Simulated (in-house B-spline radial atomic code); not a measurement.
A run on an ion of nuclear charge 26 with 26.7 electrons that did not converge. Method: scalar-relativistic (X2C) LDA VWN5, spin-polarised, spherical fractional occupations, Fermi nucleus of rms radius 3.7377 fm; computed with an all-electron radial atomic-structure program (B-spline basis).

Command:
```bash
python run_scf.py task.json out
```
Settings (nuclear radius in fm, mass in u):
```
Z                26
configuration    [Ar] 3d6.7 4s2
hamiltonian      x2c
method           lda,vwn
spin_polarised   True
nucleus          fermi
rms_radius       3.7377
atomic_mass      55.93494
speed_of_light   137.035999084
```

First and last ten iterations of the last attempt (damped for 15 steps, keeping 80 % of the old Fock matrix, then DIIS):
```
 iter        energy (Eh)    residual
    1       -1257.304317    3.97e-01
    2       -1257.763366    6.27e-01
    3       -1263.668912    4.30e-01
    4       -1267.030050    2.64e-01
    5       -1268.777265    1.49e-01
    6       -1269.592398    9.06e-02
    7       -1269.931885    6.51e-02
    8       -1270.062542    4.42e-02
    9       -1270.114290    2.93e-02
   10       -1270.138133    2.05e-02
  111       -1269.247261    7.63e-02
  112       -1269.248525    7.62e-02
  113       -1269.249096    7.62e-02
  114       -1269.248086    7.62e-02
  115       -1269.250305    7.61e-02
  116       -1269.246008    7.65e-02
  117       -1269.247694    7.64e-02
  118       -1269.251112    7.61e-02
  119       -1270.155731    1.05e-02
  120       -1270.155729    1.05e-02
 not converged after 120 iterations
```

The smallest residual met was 3.9e-03; the threshold is about 3e-07. No energy from this run should be used. The likely cause: this method binds the added charge weakly or not at all at the basis-set limit, so charge moves back and forth between the atom and the box. Cost of the run: 1.9 s on 1 thread of x86-64 server CPU, on a shared host.
